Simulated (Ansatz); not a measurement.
A search over several starts for the lowest SCF solution of the cluster Ge2Te at the given spin, in a small basis.

```yaml
crystal:
  periodic: [false, false, false]
  atoms:
    - {symbol: Ge, position_ang: [1.401581, 0.028288, 0.335102]}
    - {symbol: Ge, position_ang: [-0.500029, 1.201069, -0.620424]}
    - {symbol: Te, position_ang: [-0.901552, -1.229358, 0.285322]}
basis:
  gaussian: {orbitals: def2-SVP, initial_orbitals: start.molden}
magnetization: {spin_polarized: true, initial_magnetization: 2}
hamiltonian: {xc: pbe0, dispersion: d4}
output: {orbitals: {seedname: orbitals}}
```

The file start.molden holds the orbitals of an earlier run on this structure, at another level or in another basis.

```sh
$ ansatz run in.yaml --threads 4 --pin off --events-out ev --progress --plain --max-ram 3916MiB
```

Output, abridged:

```
Functional definition: PBE0
963 factors; integrals over basis functions are off by at most 4.8e-4 eV
mean field evaluation 1: about -120301.6975 eV, gradient 1.4e1 eV
mean field evaluation 2: about -120301.7584 eV, gradient 1.2e-1 eV
mean field evaluation 4: about -120301.7695 eV, gradient 5.4e-4 eV
mean field evaluation 8: about -120301.1917 eV, gradient 1.1e1 eV
mean field evaluation 16: about -120301.7695 eV, gradient 5.6e-3 eV
mean field evaluation 32: about -120301.7695 eV, gradient 1.2e-5 eV
mean field -120301.76945195 eV, -4421.0084838910 hartree, gradient 1.2e-5 eV, S^2 2.007202; 3 other end points of the search recorded, 0 dependent functions left out
reference -120301.76947177 eV, -4421.0084846195 hartree; 45, 43 occupied and 45, 47 virtual orbitals, 963 factors
Total energy: -120301.89635977 eV, -4421.0131476673 hartree
```

It took 2.1 s on 4 threads of Intel Xeon Platinum 8488C on a shared host.

In the def2 sets Te takes a core potential; there is no spin–orbit coupling. At PBE0-D4/def2-TZVP a singlet of charge 0 lies 0.73 eV below the triplet, each at its own geometry. The structure comes from a short search, and lower isomers may exist.
